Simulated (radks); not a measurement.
Values are calculated unless marked as measured or tabulated.
Dipole-allowed excitations along the series with 2 electrons in [He]. Code: a radial shooting solver on a logarithmic mesh with Libxc functionals. Model: scalar-relativistic Kohn-Sham, LB94 model potential, spin-unpolarised, spherical densities, finite nucleus; Fermi nuclear charge, rms radius of each element as measured or else 0.836 A^(1/3) + 0.57 fm. Time-dependent linear response with the Hartree and adiabatic LDA kernel, continuum included through the Sternheimer equations, no spin-orbit coupling, so fine structure and intercombination lines are absent. Lines are the poles of the dipole polarisability below minus the highest occupied eigenvalue, found on a grid refined at the orbital gaps; the lowest seven at most are given, and weak or close lines can be missed. The first line takes the name of the lowest orbital gap if no other gap lies below it; otherwise a line is named after a gap within 0.6 % of it, if that gap stands alone.

Li+: -e(HOMO) (eV) 72.208; lowest orbital gap (eV) 1s-2p 60.522; first line (eV) 60.614 (1s-2p); f 0.426; static alpha (bohr^3) 0.1984; measured (eV) 1s-2p 62.216
Be2+: -e(HOMO) (eV) 148.33; lowest orbital gap (eV) 1s-2p 120.48; first line (eV) 120.81 (1s-2p); f 0.529; static alpha (bohr^3) 0.05388
B3+: -e(HOMO) (eV) 251.62; lowest orbital gap (eV) 1s-2p 200.82; first line (eV) 201.44 (1s-2p); f 0.590; static alpha (bohr^3) 0.02018
C4+: -e(HOMO) (eV) 382.13; lowest orbital gap (eV) 1s-2p 301.58; first line (eV) 302.51 (1s-2p); f 0.630; static alpha (bohr^3) 0.009177
N5+: -e(HOMO) (eV) 539.88; lowest orbital gap (eV) 1s-2p 422.80; first line (eV) 424.06 (1s-2p); f 0.659; static alpha (bohr^3) 0.004751

Measured values: term averages from the NIST Handbook of Basic Atomic Spectroscopic Data.
